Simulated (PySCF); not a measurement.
## Correlation energy of C (carbon, neutral)

[He] 2s1 2p3, high-spin 5S determinant (an excited configuration). All numbers are calculated (PySCF 2.14, the spin-free X2C one-electron Hamiltonian (Gaussian nucleus), in x2c-QZVPPall with one added diffuse shell each of s, p, d, f type (8s5p4d3f1g, 73 functions)). Frozen: nothing; 6 electrons correlated.

```tsv
level	correlation energy (mhartree)
CCSD	-57.77
(T)	-0.47
CCSD(T)	-58.24
```

Diagnostics: T1 = 0.0033, D1 = 0.0064, largest double amplitude 0.022.

Cost of the coupled-cluster step: of the order of 17 core-seconds, for 6 correlated electrons.

Iterations:

```
CC2 = 0
CCSD nocc = (np.int64(5), np.int64(1)), nmo = (73, 73)
frozen orbitals [[], []]
max_cycle = 100
direct = 0
conv_tol = 1e-08
conv_tol_normt = 1e-06
diis_space = 8
diis_start_cycle = 0
Init t2, MP2 energy = -0.0496617192397797
Init E_corr(UCCSD) = -0.0496617192523458
cycle = 1  E_corr(UCCSD) = -0.0561370706047594  dE = -0.00647535135  norm(t1,t2) = 0.0207048
cycle = 2  E_corr(UCCSD) = -0.0573823660606649  dE = -0.00124529546  norm(t1,t2) = 0.00594641
cycle = 3  E_corr(UCCSD) = -0.0578041444822489  dE = -0.000421778422  norm(t1,t2) = 0.00218457
cycle = 4  E_corr(UCCSD) = -0.0577705469080463  dE = 3.35975742e-05  norm(t1,t2) = 0.000392753
cycle = 5  E_corr(UCCSD) = -0.0577717583326007  dE = -1.21142455e-06  norm(t1,t2) = 3.22958e-05
cycle = 6  E_corr(UCCSD) = -0.0577714969325884  dE = 2.61400012e-07  norm(t1,t2) = 4.46471e-06
cycle = 7  E_corr(UCCSD) = -0.0577715289567848  dE = -3.20241964e-08  norm(t1,t2) = 4.8782e-07
cycle = 8  E_corr(UCCSD) = -0.0577715273434302  dE = 1.61335457e-09  norm(t1,t2) = 7.15378e-08
UCCSD converged
E(UCCSD) = -37.67147775989216  E_corr = -0.05777152734343025
UCCSD(T) correction = -0.000472758253414674
```

This basis was not built for core-valence correlation, so the inner-shell part is incomplete.
